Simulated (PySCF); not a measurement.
## Excitation energy of Ru by level of theory

Ru [Kr] 4d7 5s1 (5F) → Ru [Kr] 4d8 (3F), as a difference of total energies. Computed with PySCF 2.14 in ANO-RCC-VTZP, with scalar relativity by spin-free X2C-1e. Correlated levels: valence: [Kr] frozen; valence and next inner shell: [Ar] 3d10 frozen. The calculations carry no spin-orbit coupling.

```csv
method,excitation energy (eV)
UHF,2.290
LDA,0.983
PBE,1.118
PBE0,1.249
r2SCAN,1.434
B3LYP,1.088
BLYP,1.000
B97-3,0.922
MP2 (valence),1.176
SCS-MP2 (valence),0.917
MP2 (valence and next inner shell),1.121
SCS-MP2 (valence and next inner shell),1.007
```

Problem. How much does correlation contribute at MP2 (valence and next inner shell)?

Solution. 1.121 − (2.290) = -1.169 eV, measured against UHF.

A first-order spin-orbit estimate (lowest level to lowest level, LS coupling) adds 0.012 eV.
